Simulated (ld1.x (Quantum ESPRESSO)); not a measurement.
## Au (Z = 79): one change to a TM potential, before and after

Au (Z = 79), norm-conserving Troullier–Martins (Kleinman–Bylander form), made with ld1.x (Quantum ESPRESSO) 7.5 (PBEsol, scalar-relativistic). Core [Xe], reference 4f14 5d10 6s1 6p0. Waves: 6s (bound): rc 2.50 bohr; 6p (bound, empty): rc 2.60 bohr; 5d (bound): rc 1.40 bohr; 4f (bound): rc 0.65 bohr. Local part: all-electron potential smoothed inside 1.20 bohr (lloc = -1). Core correction: Bessel-smoothed model core inside 0.60 bohr.

All-electron outer shells of the reference configuration (PBEsol, scalar-relativistic, ld1.x):

```csv
shell,level (eV),outermost node (bohr),outermost maximum (bohr)
5s,-108.44,0.48,0.84
4f,-81.19,–,0.37
5p,-59.80,0.52,0.96
5d,-6.90,0.56,1.21
6s,-5.80,1.11,2.32
6p,-0.70,1.32,3.55
```

Change: all radii but the core radius scaled by about 1.37 (s 3.42, p 3.56, d 1.92, f 0.90 bohr); local potential all-electron potential smoothed inside 1.64 bohr (lloc = -1).

Cutoffs: the cutoffs (Ry, on a coarse ladder) from which the occupation-weighted sum of valence levels, in a spherical-Bessel basis at the reference potential, stays within 10 and 1 mRy of its value at 400 Ry; they do not see the model core or the augmentation charge, which bear on the density cutoff. Errors are all-electron minus pseudo energies relative to the spin-unpolarised reference configuration.

Problem. What does the change do?

Solution. Both files keep a bound ghost (s); the number of tests that count goes from 6 to 7; of the 6 tests that both files solve, the error grows in 4 and shrinks in 1 by more than 15 % and 0.3 meV (median size 21.4 → 30.0 meV).

| quantity | base | changed |
| --- | --- | --- |
| bound ghosts | s | s |
| tests counted (converged, no solver errors) | 6 of 7 | 7 of 7 |
| error for 4f14 5d10 6s0 6p0, meV [ΔE 9.44 eV] | -16 | -16 |
| error for 4f14 5d9 6s0 6p0, meV [ΔE 30.68 eV] | -31 | -128 |
| error for 4f14 5d8 6s0 6p0, meV [ΔE 64.58 eV] | -150 | -382 |
| error for 4f14 5d9 6s2 6p0, meV [ΔE 1.67 eV] | -27 | +44 |
| error for 4f14 5d10 6s0.5 6p0, meV [ΔE 3.79 eV] | -4.0 | -3.3 |
| error for 4f14 5d10 6s0 6p1, meV [ΔE 5.34 eV] | -4.7 | -12 |

Base: Tests not counted: 4f13 5d10 6s1 6p0 (solver errors, printed error -5.9 eV). These tests converged, but a pseudo level misses the all-electron one widely, so the file describes the atom poorly there or has found another state: 4f14 5d9 6s0 6p0: empty 6p by 4.3 eV (a node warning on the way); 4f14 5d8 6s0 6p0: empty 6s by 5.9 eV. A true bound ghost makes a file unfit for plane-wave use even where its test errors are small: the radial tests pick states by their node count and pass the ghost by. Where a test does run into it, the solver fails or the error is huge.
